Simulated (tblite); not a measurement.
C5H8B (doublet state).
Bonds: B1–C2, C2–C3 (double), C3–C4, C4–C5, C5–C6, B1–C6. Hydrogens: H7 on B1; H8 on C2; H9 on C3; H10, H11 on C4; H12 on C5; H13, H14 on C6.
Bond orders are those of one Lewis drawing.

Computed with GFN2-xTB (tblite), gas phase: L-BFGS steps from a force-field or distance-geometry start until the largest atomic force falls under 0.01 eV/Å.

Step 0: E = -432.4214 eV
```
atom  x, y, z in Å  |  force x, y, z in eV/Å
B1     -0.8976    1.1930   -0.2328    0.170   0.430   0.690
C2      0.6328    1.3843   -0.0258   -0.056  -0.939  -0.110
C3      1.4353    0.3128    0.2162   -1.043   0.973  -0.082
C4      0.8704   -1.0724    0.3915   -0.313  -0.995   0.108
C5     -0.4019   -1.3132   -0.4245    0.488   2.290  -0.428
C6     -1.4977   -0.2834   -0.1134    0.631  -0.998  -0.311
H7     -1.6234    2.1360   -0.2758    0.199  -0.383  -0.157
H8      1.0761    2.3776   -0.0788    0.046  -0.258  -0.033
H9      2.4982    0.4682    0.3414    0.077  -0.275   0.091
H10     0.6335   -1.2352    1.4793    0.256   0.210  -0.730
H11     1.6376   -1.8256    0.1027   -0.375   0.404   0.222
H12    -0.1606   -1.2951   -1.5157   -0.334  -0.529   0.792
H13    -2.3449   -0.4039   -0.8073    0.183  -0.105   0.357
H14    -1.8585   -0.4436    0.9208    0.071   0.175  -0.408
```

Step 1: E = -432.5583 eV
```
atom  x, y, z in Å  |  force x, y, z in eV/Å
B1     -0.8951    1.1992   -0.2229   -0.043   0.050   0.575
C2      0.6320    1.3709   -0.0274   -0.595   0.538  -0.281
C3      1.4204    0.3267    0.2151    0.244  -0.599   0.299
C4      0.8660   -1.0866    0.3930   -0.270  -0.004  -0.121
C5     -0.3949   -1.2805   -0.4306    0.534   1.273  -0.147
C6     -1.4887   -0.2976   -0.1179    0.312  -0.126  -0.143
H7     -1.6206    2.1306   -0.2781    0.117  -0.234  -0.123
H8      1.0767    2.3739   -0.0793   -0.052  -0.444  -0.041
H9      2.4993    0.4642    0.3427   -0.304  -0.245   0.036
H10     0.6372   -1.2322    1.4689    0.135   0.111  -0.383
H11     1.6322   -1.8199    0.1059   -0.165   0.160   0.084
H12    -0.1654   -1.3027   -1.5044   -0.205  -0.425   0.333
H13    -2.3423   -0.4054   -0.8022    0.178  -0.151   0.248
H14    -1.8575   -0.4411    0.9150    0.114   0.096  -0.335
```

Step 2: E = -432.6327 eV
```
atom  x, y, z in Å  |  force x, y, z in eV/Å
B1     -0.8948    1.2033   -0.2061   -0.219  -0.105   0.388
C2      0.6194    1.3751   -0.0339    0.121  -0.237   0.036
C3      1.4178    0.3215    0.2206   -0.234  -0.058   0.123
C4      0.8582   -1.0940    0.3913    0.103   0.586  -0.175
C5     -0.3804   -1.2377   -0.4368    0.374   0.181   0.035
C6     -1.4777   -0.3075   -0.1231   -0.097   0.625   0.014
H7     -1.6167    2.1230   -0.2817   -0.041  -0.048  -0.057
H8      1.0760    2.3629   -0.0804    0.015  -0.183  -0.087
H9      2.4936    0.4572    0.3441   -0.219  -0.188   0.025
H10     0.6418   -1.2284    1.4557   -0.038  -0.001   0.038
H11     1.6261   -1.8137    0.1092   -0.021  -0.061  -0.040
H12    -0.1720   -1.3152   -1.4918   -0.049  -0.345  -0.208
H13    -2.3373   -0.4092   -0.7945    0.151  -0.186   0.087
H14    -1.8547   -0.4379    0.9052    0.153   0.019  -0.178
```

Task: Estimate the geometry and energy of step 3. (The exact step hangs on the optimiser's Hessian estimate; all steps are aligned on step 2, rigid shifts and turns removed.)

Result: E = -432.6574 eV, largest force 0.516 eV/Å
```
atom  x, y, z in Å  |  force x, y, z in eV/Å
B1     -0.8981    1.2031   -0.1952   -0.140  -0.039   0.278
C2      0.6184    1.3711   -0.0350   -0.025  -0.042   0.054
C3      1.4122    0.3205    0.2237    0.045  -0.053   0.114
C4      0.8577   -1.0873    0.3882    0.249   0.381  -0.011
C5     -0.3705   -1.2223   -0.4381    0.054   0.004  -0.049
C6     -1.4760   -0.3007   -0.1244   -0.003   0.516   0.002
H7     -1.6163    2.1200   -0.2837   -0.090   0.031  -0.028
H8      1.0761    2.3571   -0.0820    0.024  -0.144  -0.093
H9      2.4888    0.4522    0.3449   -0.203  -0.157   0.023
H10     0.6425   -1.2273    1.4525   -0.065  -0.001   0.060
H11     1.6240   -1.8128    0.1096   -0.030  -0.015  -0.053
H12    -0.1747   -1.3243   -1.4914   -0.019  -0.313  -0.246
H13    -2.3335   -0.4133   -0.7909    0.080  -0.165  -0.001
H14    -1.8515   -0.4366    0.8996    0.123  -0.003  -0.050
```

The energy changes by -0.0247 eV. The first-order estimate −F·Δx gives -0.0321 eV and the mean of the old and new forces, exact on a quadratic surface, -0.0247 eV. The step makes an angle of 37° with the force vector and moves no atom by more than 0.018 Å.

What follows is the cost of the whole relaxation. Hardware: one thread, Arm Neoverse V2 (aarch64) (shared host). Cost: 0.24 s.
